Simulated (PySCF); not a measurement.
AlH₄O₂P, SMILES [OH][Al]([OH])[PH2].

The structure is a stationary point at TPSSh-D3(BJ)/def2-SVP. Other conformers were not sampled.

Calculation: r2SCAN/def2-TZVP (PySCF).

Symmetry labels are those of the subgroup Cs that the program uses (full group Cs).

Computed valence orbital energies around the gap with their symmetry:
```
orbital  symmetry  energy (eV)
-------  --------  -----------
HOMO−7         A"       -12.54
HOMO−6         A"        -9.72
HOMO−5         A'        -8.91
HOMO−4         A'        -8.39
HOMO−3         A'        -8.01
HOMO−2         A"        -7.84
HOMO−1         A"        -7.74
HOMO           A'        -6.51
LUMO           A'        -0.80
LUMO+1         A'        -0.35
LUMO+2         A"        -0.11
LUMO+3         A'         0.96
```
